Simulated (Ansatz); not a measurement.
The cluster Pd₂H₃. Total charge 0; doublet. Geometry PBE0-D4/def2-TZVP.

```xyz
5

Pd   -0.2988    0.1181    0.0411
Pd    1.5951   -0.3847   -1.6231
H    -0.5141    0.3932    1.6975
H     0.0435    0.2586   -1.6845
H    -0.8258   -0.3852    1.5689
```

In the def2 sets Pd takes a core potential; there is no spin–orbit coupling. At PBE-D4/def2-SVP, PBE-D4/def2-TZVPD the gap within one spin of the charge 0 doublet nearly closes, so an electron or hole may be smeared out by delocalisation error. In the doublet, H3 and H5 lie 0.85 Å apart (atoms count from 1), so H2 has formed as a molecule. The structure comes from a short search, and lower isomers may exist.

Task: Estimate the α-spin orbital energies around the gap (eV) in Ansatz with HF/def2-TZVP, PBE-D4/def2-SVP, PBE-D4/def2-TZVPD, PBE0-D4/def2-TZVP, ωB97M-V/def2-TZVP.

Result: 
```json
{"orbital": "HOMO−13", "HF/def2-TZVP": "-67.56", "PBE-D4/def2-SVP": "-54.34", "PBE-D4/def2-TZVPD": "-54.46", "PBE0-D4/def2-TZVP": "-57.93", "ωB97M-V/def2-TZVP": "-59.98"}
{"orbital": "HOMO−12", "HF/def2-TZVP": "-67.51", "PBE-D4/def2-SVP": "-54.22", "PBE-D4/def2-TZVPD": "-54.34", "PBE0-D4/def2-TZVP": "-57.70", "ωB97M-V/def2-TZVP": "-59.93"}
{"orbital": "HOMO−11", "HF/def2-TZVP": "-17.57", "PBE-D4/def2-SVP": "-12.85", "PBE-D4/def2-TZVPD": "-12.91", "PBE0-D4/def2-TZVP": "-14.21", "ωB97M-V/def2-TZVP": "-16.29"}
{"orbital": "HOMO−10", "HF/def2-TZVP": "-15.45", "PBE-D4/def2-SVP": "-9.51", "PBE-D4/def2-TZVPD": "-9.57", "PBE0-D4/def2-TZVP": "-11.17", "ωB97M-V/def2-TZVP": "-13.58"}
{"orbital": "HOMO−9", "HF/def2-TZVP": "-13.61", "PBE-D4/def2-SVP": "-7.23", "PBE-D4/def2-TZVPD": "-7.28", "PBE0-D4/def2-TZVP": "-8.92", "ωB97M-V/def2-TZVP": "-11.59"}
{"orbital": "HOMO−8", "HF/def2-TZVP": "-13.32", "PBE-D4/def2-SVP": "-6.86", "PBE-D4/def2-TZVPD": "-6.91", "PBE0-D4/def2-TZVP": "-8.50", "ωB97M-V/def2-TZVP": "-11.28"}
{"orbital": "HOMO−7", "HF/def2-TZVP": "-12.80", "PBE-D4/def2-SVP": "-6.22", "PBE-D4/def2-TZVPD": "-6.26", "PBE0-D4/def2-TZVP": "-7.99", "ωB97M-V/def2-TZVP": "-10.68"}
{"orbital": "HOMO−6", "HF/def2-TZVP": "-12.78", "PBE-D4/def2-SVP": "-5.99", "PBE-D4/def2-TZVPD": "-6.02", "PBE0-D4/def2-TZVP": "-7.89", "ωB97M-V/def2-TZVP": "-10.66"}
{"orbital": "HOMO−5", "HF/def2-TZVP": "-10.48", "PBE-D4/def2-SVP": "-5.85", "PBE-D4/def2-TZVPD": "-5.89", "PBE0-D4/def2-TZVP": "-7.43", "ωB97M-V/def2-TZVP": "-9.82"}
{"orbital": "HOMO−4", "HF/def2-TZVP": "-10.03", "PBE-D4/def2-SVP": "-5.85", "PBE-D4/def2-TZVPD": "-5.89", "PBE0-D4/def2-TZVP": "-7.29", "ωB97M-V/def2-TZVP": "-9.37"}
{"orbital": "HOMO−3", "HF/def2-TZVP": "-9.94", "PBE-D4/def2-SVP": "-5.76", "PBE-D4/def2-TZVPD": "-5.81", "PBE0-D4/def2-TZVP": "-6.96", "ωB97M-V/def2-TZVP": "-9.04"}
{"orbital": "HOMO−2", "HF/def2-TZVP": "-9.61", "PBE-D4/def2-SVP": "-5.37", "PBE-D4/def2-TZVPD": "-5.42", "PBE0-D4/def2-TZVP": "-6.55", "ωB97M-V/def2-TZVP": "-8.55"}
{"orbital": "HOMO−1", "HF/def2-TZVP": "-9.52", "PBE-D4/def2-SVP": "-5.32", "PBE-D4/def2-TZVPD": "-5.35", "PBE0-D4/def2-TZVP": "-6.50", "ωB97M-V/def2-TZVP": "-8.52"}
{"orbital": "HOMO", "HF/def2-TZVP": "-7.77", "PBE-D4/def2-SVP": "-5.27", "PBE-D4/def2-TZVPD": "-5.31", "PBE0-D4/def2-TZVP": "-6.14", "ωB97M-V/def2-TZVP": "-7.98"}
{"orbital": "LUMO", "HF/def2-TZVP": "0.12", "PBE-D4/def2-SVP": "-2.82", "PBE-D4/def2-TZVPD": "-2.88", "PBE0-D4/def2-TZVP": "-2.14", "ωB97M-V/def2-TZVP": "-0.70"}
{"orbital": "LUMO+1", "HF/def2-TZVP": "1.37", "PBE-D4/def2-SVP": "-1.34", "PBE-D4/def2-TZVPD": "-1.40", "PBE0-D4/def2-TZVP": "-0.64", "ωB97M-V/def2-TZVP": "0.57"}
{"orbital": "LUMO+2", "HF/def2-TZVP": "1.58", "PBE-D4/def2-SVP": "-1.00", "PBE-D4/def2-TZVPD": "-1.07", "PBE0-D4/def2-TZVP": "-0.35", "ωB97M-V/def2-TZVP": "0.79"}
{"orbital": "LUMO+3", "HF/def2-TZVP": "2.65", "PBE-D4/def2-SVP": "-0.14", "PBE-D4/def2-TZVPD": "-0.22", "PBE0-D4/def2-TZVP": "0.65", "ωB97M-V/def2-TZVP": "1.74"}
{"orbital": "LUMO+4", "HF/def2-TZVP": "2.70", "PBE-D4/def2-SVP": "0.21", "PBE-D4/def2-TZVPD": "0.17", "PBE0-D4/def2-TZVP": "0.84", "ωB97M-V/def2-TZVP": "1.89"}
{"orbital": "LUMO+5", "HF/def2-TZVP": "3.17", "PBE-D4/def2-SVP": "1.13", "PBE-D4/def2-TZVPD": "0.94", "PBE0-D4/def2-TZVP": "1.68", "ωB97M-V/def2-TZVP": "2.36"}
{"orbital": "β HOMO", "HF/def2-TZVP": "-7.51", "PBE-D4/def2-SVP": "-5.02", "PBE-D4/def2-TZVPD": "-5.06", "PBE0-D4/def2-TZVP": "-5.79", "ωB97M-V/def2-TZVP": "-7.83"}
{"orbital": "β LUMO", "HF/def2-TZVP": "0.19", "PBE-D4/def2-SVP": "-4.95", "PBE-D4/def2-TZVPD": "-4.98", "PBE0-D4/def2-TZVP": "-3.64", "ωB97M-V/def2-TZVP": "-1.40"}
```
